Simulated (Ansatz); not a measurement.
A run for Ansatz (an electronic-structure program): R-PBE0/def2-TZVPPD on CH9AlN2 (a complex). Files ending in .json are basis or fitting sets from the Basis Set Exchange.

Ansatz 0.2 input:
```yaml
crystal:
  periodic: [false, false, false]
  atoms:
    - {symbol: C, position_ang: [-0.50060950, -0.40744734, 1.56201586]}
    - {symbol: N, position_ang: [-0.35294685, 0.28769917, 0.29149530]}
    - {symbol: Al, position_ang: [0.81695944, -0.00879326, -1.00557997]}
    - {symbol: H, position_ang: [-0.35640435, 0.25774005, 2.41985788]}
    - {symbol: H, position_ang: [0.24624773, -1.20005822, 1.63602003]}
    - {symbol: H, position_ang: [-1.48544535, -0.87618195, 1.66539196]}
    - {symbol: H, position_ang: [-1.03470934, 1.02621013, 0.18673627]}
    - {symbol: H, position_ang: [0.73648686, 0.91151431, -2.28393564]}
    - {symbol: H, position_ang: [1.86112229, -1.17196098, -0.79044003]}
    - {symbol: N, position_ang: [-0.07454182, 0.15972709, 5.43829091]}
    - {symbol: H, position_ang: [0.43951819, -0.55816743, 4.94065533]}
    - {symbol: H, position_ang: [-1.04025544, 0.10268985, 5.13596504]}
    - {symbol: H, position_ang: [0.28595664, 1.05602020, 5.13142582]}
basis:
  gaussian:
    orbitals: def2-TZVPPD.json
hamiltonian:
  xc: {name: PBE0}
scf: {lower_state_search: off}
```

Output:

```
WARN ansatz: RAYON_NUM_THREADS=2 ignored (pool sized by the plan → 2); use --threads N
Functional definition: PBE0
these checks for a lower state are left out or cut short: stability, starts, cluster_reference, orbital_swaps, neighbouring_geometries, increment
integrals: 0.24 GiB planned
1374 factors; their error is unknown
mean field: 2.18 GiB planned
mean field evaluation 1: about -10741.6163 eV, gradient 8.2e1 eV
mean field evaluation 2: about -10712.7872 eV, gradient 1.3e2 eV
mean field evaluation 4: about -10754.7590 eV, gradient 9.8e0 eV
mean field evaluation 8: about -10754.9358 eV, gradient 1.5e-1 eV
mean field evaluation 16: about -10754.9506 eV, gradient 3.6e-5 eV
mean field -10754.95058194 eV, -395.2371439190 hartree, gradient 3.1e-6 eV, S^2 0.000000; 0 other end points of the search recorded, 0 dependent functions left out
reference -10754.95063088 eV, -395.2371457174 hartree; 21, 21 occupied and 291, 291 virtual orbitals, 1374 factors
Total energy: -10754.95063088 eV, -395.2371457174 hartree
Checks for a lower state left out: stability, starts, cluster_reference, orbital_swaps, neighbouring_geometries, increment
```

The run converged.

Cost: roughly 7 core-seconds.
